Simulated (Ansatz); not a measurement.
Ansatz (an electronic-structure program) input (wB97M-V/def2-TZVPD):

Ansatz 0.2 input:
```yaml
crystal:
  periodic: [false, false, false]
  atoms:
    - {symbol: B, position_ang: [-0.00000000, -0.00000000, -0.84990570]}
    - {symbol: O, position_ang: [0.00000000, 0.00000000, 0.36417581]}
    - {symbol: H, position_ang: [0.00000000, 0.00000000, 1.33612203]}
basis:
  gaussian:
    orbitals: def2-TZVPD
hamiltonian:
  xc: {name: wB97M-V}
total_charge: 1
magnetization: {spin_polarized: true, initial_magnetization: 1}
output: {forces: true}
```

End of the output:

```
integrals: 0.02 GiB planned
400 factors; their error is unknown
integrals: 0.05 GiB planned
149 factors; integrals over basis functions are off by at most 3.2e-5 eV
mean field: 0.30 GiB planned
mean field evaluation 1: about -2715.1458 eV, gradient 6.8e1 eV
mean field evaluation 2: about -2700.0742 eV, gradient 9.0e1 eV
mean field evaluation 4: about -2729.0665 eV, gradient 1.3e0 eV
mean field evaluation 8: about -2729.0817 eV, gradient 3.0e-2 eV
mean field -2729.08174200 eV, -100.2919041803 hartree, gradient 4.0e-5 eV, S^2 0.754091; 0 other end points of the search recorded, 0 dependent functions left out
the calculation of the forces begins
reference -2729.08178292 eV, -100.2919056843 hartree; 7, 6 occupied and 79, 80 virtual orbitals, 400 factors
Total energy: -2729.08178292 eV, -100.2919056843 hartree
Atom 0 at    -0.000000    -0.000000    -0.849906 Å, force     0.000000     0.000000    -0.031435 eV/Å
Atom 1 at     0.000000     0.000000     0.364176 Å, force     0.000000    -0.000000     0.075237 eV/Å
Atom 2 at     0.000000     0.000000     1.336122 Å, force     0.000000     0.000000    -0.043802 eV/Å
Dipole moment:     0.000000    -0.000000    -0.090974 e Å
```
